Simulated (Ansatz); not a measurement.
Geometry optimisation, RKS BLYP-D4/def2-SVP (Ansatz 0.2.0).

The input (input.yaml):

```yaml
crystal:
  periodic: [false, false, false]
  atoms:
    - { symbol: Zr, position_ang: [0.0, 0.0, 0.0] }
    - { symbol: Cl, position_ang: [0.0, 0.0, 2.87] }
    - { symbol: Cl, position_ang: [2.3764, 0.0, -0.8392] }
    - { symbol: F, position_ang: [-0.9326, 1.6157, -0.6593] }
    - { symbol: Cl, position_ang: [-1.1869, -2.0563, -0.8392] }
    - { symbol: "N", position_ang: [1.31, -1.9893, 0.7915] }
    - { symbol: H, position_ang: [0.8709, -2.954, 0.7746] }
    - { symbol: H, position_ang: [2.3024, -1.8649, 1.1426] }
    - { symbol: H, position_ang: [0.8921, -1.3547, 2.0511] }
basis:
  gaussian: { orbitals: def2-SVP }
hamiltonian:
  xc: blyp
  dispersion: d4
relax:
  f_tol: 0.15
  max_steps: 25
  restrain:
    - { distance: [0, 5], at: 2.21, k: 30.0 }
    - { distance: [8, 1], at: 1.37, k: 30.0 }
    - { distance: [0, 1], at: 3.72, k: 30.0 }
    - { distance: [8, 5], at: 2.26, k: 30.0 }
```

Run as:

```bash
$ ansatz run input.yaml --threads 4 --pin off --max-ram 5120MiB --backend cpu --events-out ev --progress --plain --runs-dir out
```

Question: Where does it end, and by what steps?

Answer: It converged. The restraints hold the end off the free minimum; the threshold counts their pulls, which the force column leaves out. Restrained pairs: Zr1–N6 (2.51 → 2.16 Å), Cl2–H9 (1.82 → 1.35 Å), Zr1–Cl2 (2.87 → 3.71 Å), N6–H9 (1.47 → 2.25 Å). After 16 steps the energy has fallen by 1.468 eV (the restraints' own energy left out); F4 moved furthest, 1.76 Å.

```csv
step,energy less start (eV),largest force component (eV/Å),accepted
0,0.0000,3.585,yes
1,0.6351,2.680,yes
2,0.7508,2.314,yes
3,0.1125,1.372,yes
4,-0.4385,1.174,yes
5,-0.7182,1.184,yes
6,-0.9345,1.254,yes
7,-1.1086,1.280,yes
8,-1.2019,1.100,yes
9,-1.2417,1.157,yes
10,-1.2686,1.137,yes
11,-1.3119,1.115,yes
12,-1.3685,0.979,yes
13,-1.4186,1.313,yes
14,-1.4621,1.076,yes
15,-1.4567,1.037,no
16,-1.4677,1.047,yes
```

```xyz
9
Properties=species:S:1:pos:R:3
Zr 0.487 -0.421 -0.411
Cl -1.005 -0.575 2.986
Cl 1.729 -0.305 -2.422
F 0.515 1.350 0.297
Cl -1.606 -1.398 -0.915
N 1.548 -1.749 0.919
H 1.482 -2.776 0.858
H 2.403 -1.496 1.436
H 0.081 -1.234 2.543
```

Run time: 41 s on 4 threads of Arm Neoverse V1 (shared host), peak memory 0.2 GiB.
